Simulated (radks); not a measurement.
Results of a calculation; reference values are marked as such.
Ionisation of neutral helium, [He], to He+, 1s1, under several functionals. Non-relativistic Kohn-Sham, spin-polarised, spherical densities, point nucleus; open shells are filled with parallel spins first; a radial shooting solver on a logarithmic mesh with Libxc functionals.

functional                                      E(He) (hartree)  Exc (hartree)  IE (eV)  -e(HOMO) (eV)  <r> HOMO (bohr)  IE error (eV)
AM05                                                   -2.85256       -0.99614   24.350         15.431           0.9540         -0.237
LDA (Slater exchange, VWN5 correlation)                -2.83484       -0.97331   24.303         15.522           0.9592         -0.284
r2SCAN                                                 -2.90496       -1.06477   24.621         16.537           0.9359         +0.033
exchange-only B88                                      -2.86338       -1.01605   23.626         15.078           0.9482         -0.961
exchange-only LDA                                      -2.72364       -0.85278   22.070         14.067           0.9720         -2.518
B86b exchange with PBE correlation                     -2.90282       -1.05792   24.576         15.843           0.9438         -0.011
TASK exchange with Perdew-Wang LDA correlation         -2.97945       -1.14800   25.846         17.487           0.9269         +1.258
PBE                                                    -2.89293       -1.04616   24.467         15.763           0.9459         -0.120

NIST Atomic Spectra Database: 24.587 eV (measured). Closest: B86b exchange with PBE correlation. The Delta-SCF values span 3.78 eV, the total energies 0.26 hartree. The highest occupied level is 1s.
